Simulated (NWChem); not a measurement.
System: C4H5NO; SMILES Cc1cnco1

NWChem printed, in part:

```
             Northwest Computational Chemistry Package (NWChem) 7.3.0
             --------------------------------------------------------

                             Geometry "geometry" -> ""
                             -------------------------

 Output coordinates in angstroms (scale by  1.889725989 to convert to a.u.)

  No.       Tag          Charge          X              Y              Z
 ---- ---------------- ---------- -------------- -------------- --------------
    1 C                    6.0000     0.01341200     2.09386300     0.00000000
    2 C                    6.0000     0.10930300     0.61831200     0.00000000
    3 C                    6.0000     1.13220300    -0.28160900     0.00000000
    4 N                    7.0000     0.61884100    -1.56168900     0.00000000
    5 C                    6.0000    -0.65770400    -1.38941600     0.00000000
    6 O                    8.0000    -1.04508700    -0.10166700     0.00000000
    7 H                    1.0000    -0.52450200     2.46088300     0.88847400
    8 H                    1.0000    -0.52450200     2.46088300    -0.88847400
    9 H                    1.0000     1.01974700     2.53225300     0.00000000
   10 H                    1.0000     2.20295100    -0.08522900     0.00000000
   11 H                    1.0000    -1.44472200    -2.14200900     0.00000000

 Effective nuclear repulsion energy (a.u.)     225.7613467803

                                 NWChem DFT Module
                                 -----------------

 Summary of "ao basis" -> "ao basis" (spherical)
 ------------------------------------------------------------------------------
       Tag                 Description            Shells   Functions and Types
 ---------------- ------------------------------  ------  ---------------------
 C                          def2-svp                 6       14   3s2p1d
 N                          def2-svp                 6       14   3s2p1d
 O                          def2-svp                 6       14   3s2p1d
 H                          def2-svp                 3        5   2s1p

 in cosmo_initialize ...

 solvent parameters
 solvname_short: unkn
 solvname_long:  unknown
 dielec:        2.0000

          ---------------
          -cosmo- solvent
          ---------------
 Cosmo: York-Karplus, doi: 10.1021/jp992097l
 dielectric constant -eps-     =   2.00
 screen = (eps-1)/(eps    )    =   0.50000
 surface charge correction     = lagrangian

[...]

                                   COSMO solvation results
                                   -----------------------

                 gas phase energy =      -284.863011460375
                 sol phase energy =      -284.866915648202
 (electrostatic) solvation energy =         0.003904187827 (    2.45 kcal/mol)

                       DFT Final Molecular Orbital Analysis
                       ------------------------------------

 Vector   20  Occ=2.000000D+00  E=-3.416765D-01
              MO Center=  1.3D-01, -8.4D-01, -2.7D-10, r^2= 2.0D+00
   Bfn.  Coefficient  Atom+Function         Bfn.  Coefficient  Atom+Function
  ----- ------------  ---------------      ----- ------------  ---------------
    48      0.399594   4 N  pz               76      0.389557   6 O  pz
    79      0.295312   6 O  pz               51     -0.276627   4 N  pz
    34     -0.253386   3 C  pz               37     -0.173561   3 C  pz
    62     -0.131350   5 C  pz               65     -0.069407   5 C  pz
    23      0.033567   2 C  pz                9     -0.029904   1 C  pz

 Vector   21  Occ=2.000000D+00  E=-3.060016D-01
              MO Center=  6.0D-01, -1.5D+00,  4.0D-10, r^2= 1.7D+00
   Bfn.  Coefficient  Atom+Function         Bfn.  Coefficient  Atom+Function
  ----- ------------  ---------------      ----- ------------  ---------------
    47      0.444621   4 N  py               50     -0.327580   4 N  py
    46     -0.245471   4 N  px               45      0.227577   4 N  s
    44      0.223642   4 N  s                33      0.171440   3 C  py
    49      0.171862   4 N  px               17      0.147029   2 C  s
    75     -0.146365   6 O  py               58     -0.141341   5 C  s

 Vector   22  Occ=2.000000D+00  E=-2.547225D-01
              MO Center=  2.1D-01, -1.1D-01,  4.7D-10, r^2= 2.7D+00
   Bfn.  Coefficient  Atom+Function         Bfn.  Coefficient  Atom+Function
  ----- ------------  ---------------      ----- ------------  ---------------
    20      0.381200   2 C  pz               34      0.333052   3 C  pz
    62     -0.330912   5 C  pz               23      0.273125   2 C  pz
    65     -0.246426   5 C  pz               37      0.238348   3 C  pz
    48      0.144605   4 N  pz               85     -0.118665   7 H  s
    90      0.118665   8 H  s                51     -0.108380   4 N  pz

 Vector   23  Occ=0.000000D+00  E= 4.388813D-03
              MO Center= -2.4D-01, -4.3D-01, -6.7D-10, r^2= 3.0D+00
   Bfn.  Coefficient  Atom+Function         Bfn.  Coefficient  Atom+Function
  ----- ------------  ---------------      ----- ------------  ---------------
    65      0.474549   5 C  pz               62      0.409552   5 C  pz
    23      0.401773   2 C  pz               79     -0.359084   6 O  pz
    20      0.357069   2 C  pz               76     -0.326694   6 O  pz
    86     -0.273034   7 H  s                91      0.273034   8 H  s
    51     -0.269918   4 N  pz               37     -0.250501   3 C  pz

 Vector   24  Occ=0.000000D+00  E= 6.028401D-02
              MO Center=  4.8D-01, -4.8D-01, -2.3D-09, r^2= 3.0D+00
   Bfn.  Coefficient  Atom+Function         Bfn.  Coefficient  Atom+Function
  ----- ------------  ---------------      ----- ------------  ---------------
    37      0.619674   3 C  pz               51     -0.534252   4 N  pz
    23     -0.439836   2 C  pz               34      0.397922   3 C  pz
    48      0.389562   4 N  pz               65      0.359894   5 C  pz
    20     -0.297041   2 C  pz               86      0.259404   7 H  s
    91     -0.259404   8 H  s                62      0.247738   5 C  pz

[...]
```

Level: PBE0/def2-SVP, COSMO on the gas-phase geometry. All runs use the structure optimised with PBE0/def2-SVP. COSMO prints the solvation energy as gas minus solution, so a positive value is a stabilisation.

**Question.** Write an input that gives this output.

**Answer.** This is not unique; one that fits is the input that was run:
```
start job
memory heap 200 mb stack 900 mb global 1100 mb
geometry units angstroms noautosym nocenter noautoz
  C      0.013412     2.093863     0.000000
  C      0.109303     0.618312     0.000000
  C      1.132203    -0.281609     0.000000
  N      0.618841    -1.561689     0.000000
  C     -0.657704    -1.389416     0.000000
  O     -1.045087    -0.101667     0.000000
  H     -0.524502     2.460883     0.888474
  H     -0.524502     2.460883    -0.888474
  H      1.019747     2.532253     0.000000
  H      2.202951    -0.085229     0.000000
  H     -1.444722    -2.142009     0.000000
end
basis spherical
  * library def2-svp
end
dft
  xc pbe0
  iterations 150
end
cosmo
  dielec 2.0
end
task dft energy
```
